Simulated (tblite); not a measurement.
Species: C6H8O2Si.
Cartesian coordinates in Å at the GFN2-xTB level; atoms count from 1:
```
atom  x, y, z in Å
C1     2.535    1.427   -1.645
C2     2.366    0.792   -0.641
C3     2.192    0.044    0.580
O4     2.694    0.387    1.627
C5     1.309   -1.146    0.425
Si6   -0.485   -0.627    0.826
O7    -0.772    0.475   -0.332
C8    -1.848    1.219   -0.647
C9    -3.019    1.189   -0.040
H10    2.670    1.977   -2.530
H11    1.596   -1.907    1.146
H12    1.371   -1.551   -0.582
H13   -1.361   -1.795    0.696
H14   -0.586   -0.048    2.164
H15   -1.647    1.873   -1.487
H16   -3.823    1.822   -0.362
H17   -3.200    0.533    0.793
```

All values are computed: GFN2-xTB (tblite) harmonic vibrations without scaling, gas phase. This tight-binding method is rough: wavenumbers can miss measured ones by several per cent, in bad cases by 10 to 20. Modes of hydrogen on silicon can be 10 to 20 % off. One conformer, not necessarily the lowest.

Harmonic wavenumbers (cm⁻¹): 29.9, 37.7, 46.0, 105.7, 125.8, 152.0, 155.0, 204.4, 253.8, 413.7, 495.9, 515.1, 548.0, 603.2, 605.3, 664.9, 672.4, 688.0, 718.0, 742.6, 779.9, 792.5, 800.2, 840.9, 867.4, 991.8, 995.1, 1058.1, 1153.6, 1186.7, 1201.7, 1289.7, 1382.0, 1439.4, 1701.8, 1715.9, 2238.7, 2245.0, 2296.7, 3012.4, 3027.8, 3041.1, 3127.1, 3168.3, 3374.5.

A = 2186, B = 883.8, C = 705.4 MHz; mass 140.029 u (most abundant isotopes); point group C1, symmetry number 1.

Zero-point energy?

Half the sum of the wavenumbers: 25753 cm⁻¹ = 308.07 kJ/mol.

What is S at 200 K and 1 bar for an ideal gas of classical rigid rotors and harmonic oscillators?

Translation 162.19, rotation 119.90, vibration 112.60: S = 394.7 J/(mol K).

And Cp and H(200 K) − H(0)?

Cp = 131.76 J/(mol K), of which vibrations give 98.50 (their classical limit is 45 R = 374.2); H(200 K) − H(0) = 17.63 kJ/mol without the zero-point energy, 10.98 from vibrations.

How do the functions run with temperature in this model?

```csv
T (K),S (J/(mol K)),Cp (J/(mol K)),H − H(0) (kJ/mol),G − H(0) (kJ/mol),ln q(vib)
50,264.4,68.1,2.51,-10.71,1.38
100,319.5,91.4,6.55,-25.40,3.39
298.15,455.4,174.7,32.70,-103.08,10.06
373.15,497.8,203.2,46.90,-138.85,12.33
500,562.8,241.1,75.20,-206.20,16.01
750,670.8,290.7,142.20,-360.88,22.66
1000,759.1,322.4,219.11,-539.95,28.58
```

q(vib) and H(0) count from the zero-point level.

Blend soft modes into free rotors: weight 1/[1 + (100 cm⁻¹/ν̃)⁴] for the oscillator and the rest for a rotor with moment μB/(μ + B), μ = h/(8π²ν), B = 10⁻⁴⁴ kg m². What vibrational entropy results?

98.21 J/(mol K) in place of 112.60, which changes −T·S at 200 K by +2.88 kJ/mol.

What must be added to the electronic energy to get the Gibbs energy at 200 K and 1 bar?

ZPE + [H(200 K) − H(0)] − T·S = 308.07 + 17.63 − 78.94 = 246.76 kJ/mol.

Hindered rotation and anharmonicity are outside this model. Other conformers, if any are populated, would add a mixing term that is left out. The structure is chiral; the term R ln 2 for an equal mix with its mirror image is left out.

Hardware: an Arm Neoverse N1 with one thread, no GPU (shared host). Cost: 1.1 s of wall time. The figure is for the frequency step alone.
